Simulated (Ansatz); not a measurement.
CH₃OH + `FB(F)F` → `C[OH+][B-](F)(F)F`  (adduct formation)

Program: Ansatz. Geometries: PBE0-D4/def2-TZVP. ΔE: electronic, gas phase. CCSD(T)/CBS is the MP2 limit (def2-TZVPP, def2-QZVPP) plus CCSD(T) − MP2 in def2-TZVPP, frozen cores. This one scheme is used for every species. DFT in def2-TZVPP. B3LYP here is the variant with VWN-RPA as its local correlation; programs differ in this. HSE06 is defined as in plane-wave codes. One conformer a species, not always the lowest.

CH₃OH:

Cartesian coordinates in Å:
```
C 0.337 -0.086 0.077
O -0.854 0.664 0.131
H 1.056 0.408 0.731
H 0.764 -0.121 -0.933
H 0.200 -1.114 0.435
H -1.503 0.248 -0.441
```

`FB(F)F`:

Cartesian coordinates in Å:
```
F 0.456 -1.121 0.505
B 0.000 0.000 0.000
F -0.759 -0.023 -1.069
F 0.303 1.144 0.564
```

`C[OH+][B-](F)(F)F`:

Cartesian coordinates in Å:
```
C 0.626 1.016 0.522
O -0.266 0.462 -0.459
B -0.419 -1.224 -0.480
F 0.798 -1.621 -0.908
F -1.451 -1.369 -1.344
F -0.703 -1.533 0.813
H 0.701 2.090 0.360
H 1.589 0.544 0.351
H 0.272 0.791 1.528
H -1.148 0.844 -0.384
```

```json
{"level": "PBE-D4", "ΔE (kJ/mol)": "-53.2", "difference from CCSD(T)/CBS": "4.5"}
{"level": "B97M-V", "ΔE (kJ/mol)": "-55.0", "difference from CCSD(T)/CBS": "2.7"}
{"level": "B3LYP-D4", "ΔE (kJ/mol)": "-51.2", "difference from CCSD(T)/CBS": "6.5"}
{"level": "r2SCANh-D4", "ΔE (kJ/mol)": "-64.1", "difference from CCSD(T)/CBS": "-6.4"}
{"level": "HSE06-D4", "ΔE (kJ/mol)": "-57.7", "difference from CCSD(T)/CBS": "0.0"}
{"level": "CAM-B3LYP-D4", "ΔE (kJ/mol)": "-61.2", "difference from CCSD(T)/CBS": "-3.5"}
{"level": "ωB97M-V", "ΔE (kJ/mol)": "-62.0", "difference from CCSD(T)/CBS": "-4.3"}
{"level": "revPBE", "ΔE (kJ/mol)": "-25.6", "difference from CCSD(T)/CBS": "32.1"}
{"level": "B3LYP", "ΔE (kJ/mol)": "-40.5", "difference from CCSD(T)/CBS": "17.2"}
{"level": "LC-ωPBE", "ΔE (kJ/mol)": "-54.9", "difference from CCSD(T)/CBS": "2.8"}
{"level": "RPA@PBE/def2-TZVPP", "ΔE (kJ/mol)": "-55.7", "difference from CCSD(T)/CBS": "2.0"}
{"level": "MP2/def2-SVP", "ΔE (kJ/mol)": "-73.1", "difference from CCSD(T)/CBS": "-15.4"}
{"level": "CCSD(T)/def2-SVP", "ΔE (kJ/mol)": "-71.9", "difference from CCSD(T)/CBS": "-14.2"}
{"level": "HF/def2-TZVPP", "ΔE (kJ/mol)": "-33.1", "difference from CCSD(T)/CBS": "24.6"}
{"level": "MP2/def2-TZVPP", "ΔE (kJ/mol)": "-59.3", "difference from CCSD(T)/CBS": "-1.6"}
{"level": "CCSD/CBS(def2)", "ΔE (kJ/mol)": "-54.5", "difference from CCSD(T)/CBS": "3.2"}
{"level": "CCSD(T)/CBS", "ΔE (kJ/mol)": "-57.7", "difference from CCSD(T)/CBS": "0"}
```

Largest T1 diagnostic among the species: 0.012.

In def2-TZVPP, CCSD(T) changes the Hartree–Fock value by −26.9 kJ/mol (the triples alone add −3.3 kJ/mol) and MP2 by −26.3 kJ/mol. Leaving LDA and LC-ωPBE aside and taking each functional with its dispersion term where it has one, the values, not all of them listed here, spread over 21.3 kJ/mol, from r2SCAN0-D4 to BLYP-D4. LDA lies −44.4 kJ/mol from PBE without D4. At CCSD(T), def2-SVP lies −14.2 kJ/mol from the extrapolated value and def2-TZVPP −2.2 kJ/mol.
